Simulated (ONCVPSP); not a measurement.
An all-electron radial function and its pseudo partner (rhodium (Rh))

Columns: radius, all-electron u(r) and pseudo u(r) of the 4p shell (level -52.16 eV) of rhodium in the configuration [Ar] 3d10 4s2 4p6 4d8 5p1; revPBE, scalar-relativistic, ONCV scheme, ONCVPSP 4.0.1.

```tsv
r (bohr)	all-electron	pseudo
0.085	0.3606	0.0234
0.170	-0.1655	0.0911
0.255	-0.5560	0.1964
0.340	-0.5160	0.3291
0.425	-0.2115	0.4767
0.510	0.1703	0.6259
0.595	0.5187	0.7640
0.680	0.7870	0.8806
0.765	0.9660	0.9680
0.850	1.0641	1.0224
0.935	1.0966	1.0433
1.020	1.0809	1.0332
1.105	1.0325	0.9973
1.190	0.9637	0.9414
1.275	0.8841	0.8720
1.360	0.8003	0.7950
1.445	0.7170	0.7153
1.530	0.6370	0.6368
1.615	0.5623	0.5624
1.700	0.4936	0.4938
1.785	0.4314	0.4315
1.870	0.3757	0.3758
1.955	0.3262	0.3262
2.040	0.2824	0.2825
2.125	0.2440	0.2441
2.210	0.2104	0.2105
```

Question: How many radial nodes do the two functions have?

Answer: The all-electron 4p function has n − l − 1 = 2; the pseudo-wave has 0, since the states of the same l below it are removed with the core.

Question: At about which radius was the pseudo-wave matched?

Answer: 1.70 bohr. The columns agree to 0.0005 from 1.53 bohr on; several derivatives are matched, so the curves merge somewhat inside the radius.

Question: Is the pseudo-wave norm-conserving?

Answer: Yes: the ONCV scheme keeps the norm inside the radius equal to the all-electron one, which fixes the energy derivative of the logarithmic derivative at the level.
